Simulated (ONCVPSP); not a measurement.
How hard is this Ho ONCV potential?

Ho (Z = 67), optimised norm-conserving Vanderbilt (ONCV), made with ONCVPSP 4.0.1 (PBE, non-relativistic). Core [Kr] 4d10, reference 4f11 5s2 5p6 6s2. Waves: 5s+6s: rc 2.45 bohr, ncon 5, nbas 10, qcut 5.8 1/bohr, 2 projectors; 5p: rc 1.45 bohr, ncon 3, nbas 7, qcut 4.5 1/bohr, 2 projectors, debl 2.3 Ha; d scattering state at 0.25 Ha: rc 2.25 bohr, ncon 4, nbas 7, qcut 3.6 1/bohr, 3 projectors, debl 2.9 Ha; 4f: rc 0.95 bohr, ncon 3, nbas 8, qcut 20.8 1/bohr, 2 projectors, debl 0.6 Ha. Local part: polynomial inside 0.70 bohr (lpopt 5, dvloc0 3 Ha). Core correction: Teter function, fcfact 1.5, rcfact 1.25.

In the d channel the program set the typed energies aside and used 0.050, 2.950, 5.850 Ha.

**Question.** For each optimised wave give the share of its norm inside rc, the residual kinetic energy above qcut (Ha) and the cutoffs (Ha) for errors of 10, 1, 0.1 and 0.01 mHa per electron.

**Answer.**

```
         wave  norm inside rc  residual KE  10 mHa  1 mHa  0.1 mHa     0.01 mHa
           5s           0.974      6.8e-07     7.8   10.9     13.1         14.9
           6s           0.074      6.4e-07     2.9    9.2     12.3         14.4
           5p           0.459      8.9e-03     9.2   66.3    106.1  not reached
p projector 2           0.069      5.1e-03     5.8   20.7     70.8        144.5
d projector 1           0.065      1.2e-03     4.1    6.7     21.8         32.1
d projector 2           0.206      1.4e-01     8.7   17.3     30.9         37.0
d projector 3           0.119      1.1e+00    10.8   12.4     34.1         55.0
           4f           0.723      5.4e-06   140.9  163.1    180.7        199.0
f projector 2           0.008      1.4e-09    85.9  119.2    145.1        166.6
```

The occupied waves need 163 Ha and 181 Ha for 1 and 0.1 mHa. Rows with under 1 % of the norm inside rc give no meaningful cutoff. Note: ghosts flagged at negative energy: s at -557.4 eV, p at -125.2 eV; GHOST(+) flagged for s at 107.9 eV, d at 366.1 eV. A true bound ghost makes a file unfit for plane-wave use. Tests left out (the all-electron energies of this program are off by 10 to 40 meV for near-neutral 4f atoms).
